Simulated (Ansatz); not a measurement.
Cost and result for the atomization energy of C4H6F4 (`CC(F)(F)CC(F)F`) (14 atoms, 13 bonds).

Cartesian coordinates in Å:
```
C -1.245 0.092 1.147
C 0.191 -0.279 0.915
F 0.995 0.726 1.390
F 0.487 -1.381 1.668
C 0.617 -0.589 -0.507
C 0.574 0.585 -1.448
F 1.150 0.232 -2.624
F -0.711 0.938 -1.728
H -1.496 1.007 0.613
H -1.897 -0.709 0.800
H -1.397 0.241 2.217
H 1.648 -0.945 -0.463
H -0.005 -1.389 -0.913
H 1.089 1.472 -1.068
```

The species carries charge 0 and has multiplicity 1. The geometry is a stationary point of PBE0-D4/def2-TZVP. It is one conformer, not always the lowest. Program: Ansatz. All runs use 2 threads of an AMD EPYC 7R13 on a shared host and a share of an NVIDIA H100 80 GB. Times are those of one run each, without the atoms' runs, and a repeat can differ threefold. Electronic energies, without spin–orbit coupling; frozen cores. CCSD(T)/CBS adds CCSD(T) − MP2 in def2-TZVPP to the MP2 limit, and its time is that of the two runs behind it. T1 = 0.011. B3LYP takes the VWN-RPA correlation (the form of Gaussian; ORCA's B3LYP/G). HSE06 is the plane-wave form, built on full-range PBE exchange.

CCSD(T)/CBS is a level of theory with its own doubt, some kJ/mol a heavy atom from the limit and from the frozen cores, so smaller differences don't rank the functionals.

| level | functions | wall time | atomization (kcal/mol) | difference from CCSD(T)/CBS | per bond |
| --- | --- | --- | --- | --- | --- |
| BLYP-D4/def2-TZVPP | 332 | 12 s | 1356.2 | -0.3 | 0.0 |
| B97M-V/def2-TZVPP | 332 | 12 s | 1357.5 | 1.0 | 0.1 |
| B3LYP-D4/def2-TZVPP (with forces) | 332 | 12 s | 1351.9 | -4.6 | -0.4 |
| revPBE-D4/def2-TZVPP | 332 | 13 s | 1357.5 | 1.0 | 0.1 |
| HSE06-D4/def2-TZVPP | 332 | 13 s | 1367.3 | 10.8 | 0.8 |
| r2SCAN-D4/def2-TZVPP (with forces) | 332 | 13 s | 1364.3 | 7.8 | 0.6 |
| PBE-D4/def2-TZVPP (with forces) | 332 | 14 s | 1401.4 | 44.9 | 3.5 |
| CCSD(T)/def2-SVP | 142 | 14 s | 1300.5 | -56.0 | -4.3 |
| ωB97X-V/def2-TZVPP | 332 | 17 s | 1361.8 | 5.3 | 0.4 |
| PBE-QIDH/def2-TZVPP | 332 | 17 s | 1352.6 | -3.9 | -0.3 |
| CCSD(T)/def2-TZVPP | 332 | 22 s | 1323.2 | -33.3 | -2.6 |
| MP2/def2-QZVPP | 636 | 23 s | 1380.0 | 23.5 | 1.8 |
| CCSD(T)/CBS(def2) | – | 44 s | 1356.5 | 0.0 | 0.0 |

The D4 term adds +10.0 kcal/mol with B3LYP and +5.3 kcal/mol with PBE0; it sums over pairs of atoms, weighted by their polarisabilities, and B3LYP, whose exchange is more repulsive, gets the larger term. At CCSD(T), def2-SVP lies −56.0 kcal/mol from the extrapolated value and def2-TZVPP −33.2 kcal/mol: correlation converges slowly with the basis, and small sets miss more of it in the bonded molecule than in its fragments. From PBE to PBE0 (25 % exact exchange), in def2-TZVPP and without D4, the atomization energy moves by −34.2 kcal/mol: exact exchange takes away binding that semilocal exchange gives to molecules.
